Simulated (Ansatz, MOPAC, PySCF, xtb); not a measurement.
Pair of molecules: HCl (SMILES Cl) (first 2 atoms) with AsH3 (SMILES [AsH3]); geometry from B3LYP-D3(BJ)/def2-TZVP, rigid monomers moved along the line of their centres of mass till H2···As3 is 3.38 Å.
(charge 0, multiplicity 1):
```xyz
6

Cl     1.20790     0.53038     0.65712
H      0.72764     0.27999     1.82364
As    -0.52317    -0.37456     4.89703
H     -1.09685     0.67576     3.95008
H     -0.42301    -1.40982     3.78025
H      0.90516     0.10639     4.65737
```

Counterpoise-corrected where a basis set is named; no monomer relaxation.

Correlated levels freeze the cores. Filled d and f shells under p-block atoms count as core. Rows in 6-31G* carry no dispersion term and start afresh at each structure (6-31G* with six Cartesian d functions); the Pople sets are all-electron and without relativity. The state that AM1 reach isn't checked.

Codes used: Ansatz (a program for electronic structure); MOPAC for AM1 (differences of heats of formation); PySCF for 6-31G* rows; xtb for the GFN methods. Each number belongs to the level named beside it.

### Question
One of these levels gives 1.3 kJ/mol for the interaction energy. Which one is it?
(A) GFN2-xTB
(B) MP2/def2-TZVPPD
(C) AM1
(D) HF/6-31G*

### Answer
C, AM1. The others give -7.0 (GFN2-xTB), -0.4 (HF/6-31G*), -5.1 (MP2/def2-TZVPPD)
